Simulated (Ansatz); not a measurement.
The same ligand exchange along the group B, Ga, In.

Calculated with Ansatz (gas phase, PBE0-D4/def2-TZVP geometries, no zero-point term in ΔE). CBS: MP2 limit from def2 TZ/QZ plus the TZ coupled-cluster correction, frozen cores. Functionals use def2-TZVPP. B3LYP here is the variant with VWN-RPA as its local correlation; programs differ in this. def2 core potentials past Kr. For Br, Ga, In outer-core shells are correlated without core-valence functions, which leaves a few kJ/mol of doubt a bond. Scalar relativity is left out up to krypton. Each species was taken in one conformer, which may not be the lowest.

```
                                                            reaction  CCSD(T)/CBS(def2) (kJ/mol)
                      `NB(Cl)Br` + `O[SiH3]` → `NB(Cl)O[SiH3]` + HBr                         -41
`[NH2][Ga]([Cl])[Br]` + `O[SiH3]` → `[NH2][Ga]([Cl])[O][SiH3]` + HBr                           ?
`[NH2][In]([Cl])[Br]` + `O[SiH3]` → `[NH2][In]([Cl])[O][SiH3]` + HBr                          87
```

(1) Fill in the missing values. (Estimate.)

Largest T1 diagnostic: 0.014, for `[NH2][In]([Cl])[O][SiH3]`.

## Answers

(1) Ansatz gave: `[NH2][Ga]([Cl])[Br]` + `O[SiH3]` → `[NH2][Ga]([Cl])[O][SiH3]` + HBr: +53.1 kJ/mol.
